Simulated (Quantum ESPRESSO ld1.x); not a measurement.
The numbers below are computed, except where a source is named.
The molybdenum ion Mo6+, 36 electrons, occupied as [Kr].

Level of theory: Dirac Kohn-Sham, BLYP, spin-unpolarised, spherical densities, point nucleus (ld1.x of Quantum ESPRESSO 7.5).

Energy parts (eV):
| part | energy |
|---|---|
| total | -109989 |
| kinetic | 114072 |
| electron-nucleus | -262648 |
| Hartree | 41896 |
| exchange-correlation | -3308 |

Orbitals (lengths in bohr, moments of r in powers of bohr; r(90%) holds 90 % of the orbital's charge):
| orbital | occ. | eigenvalue (eV) | r(90%) |
|---|---|---|---|
| 1s1/2 | 2 | -19902.8 | 0.0630 |
| 2s1/2 | 2 | -2885.18 | 0.237 |
| 2p1/2 | 2 | -2661.41 | 0.214 |
| 2p3/2 | 4 | -2554.80 | 0.220 |
| 3s1/2 | 2 | -561.453 | 0.633 |
| 3p1/2 | 2 | -476.373 | 0.640 |
| 3p3/2 | 4 | -458.767 | 0.655 |
| 3d3/2 | 4 | -308.433 | 0.659 |
| 3d5/2 | 6 | -305.090 | 0.664 |
| 4s1/2 | 2 | -144.413 | 1.53 |
| 4p1/2 | 2 | -118.895 | 1.66 |
| 4p3/2 | 4 | -115.990 | 1.69 |
| 4d3/2 | 0 | -76.4141 | 2.08 |
| 4d5/2 | 0 | -76.0124 | 2.09 |
| 5s1/2 | 0 | -59.3526 | 3.17 |

The highest occupied level is 4p3/2 at -115.99 eV. Summed over all electrons, <r^2> = 15.58 bohr^2, which gives a Langevin (diamagnetic) susceptibility term of -12.3 x 10^-6 cm^3/mol. The density falls to 0.001 e/bohr^3 at r = 2.59 bohr. For comparison, the ionisation energy in NIST's Atomic Spectra Database is 125.64 eV (semi-empirical). In exact Kohn-Sham theory the highest level is minus the ionisation energy, but local and semilocal functionals leave it too shallow, through self-interaction and a potential that decays too fast; potentials with the right tail come closer.
